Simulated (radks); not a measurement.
The numbers below are computed, except where a source is named.
Initial-state core-level shifts of the palladium ion Pd2+ when its valence configuration changes from [Kr] 4d8. Level of theory: Dirac Kohn-Sham, PBE, spin-unpolarised, spherical densities, finite nucleus; open shells fill j = l - 1/2 first; Fermi nuclear charge, rms radius 4.5318 fm (a radial shooting solver on a logarithmic mesh with Libxc functionals). Shifts are changes of the shell-averaged eigenvalues in eV (positive: less bound); the change of the density at the nucleus, which sets a Mossbauer isomer shift, is in e/bohr^3, on a base of 1.328e+05.

| valence | 2s | 2p | 4s | 4p | density at nucleus |
|---|---|---|---|---|---|
| 4d7 5s1 | -5.533 | -5.512 | -4.833 | -4.613 | +33.24 |
| 4d6 5s2 | -11.510 | -11.467 | -9.873 | -9.404 | +72.82 |
| 4d7 5p1 | -6.714 | -6.690 | -6.036 | -5.806 | +4.43 |
| 4d6 5p2 | -13.795 | -13.744 | -12.171 | -11.678 | +10.00 |
| 4d4 5s2 5p2 | -26.836 | -26.734 | -22.499 | -21.431 | +100.33 |
| 4d5 5s2 5p1 | -19.023 | -18.952 | -16.185 | -15.429 | +85.99 |
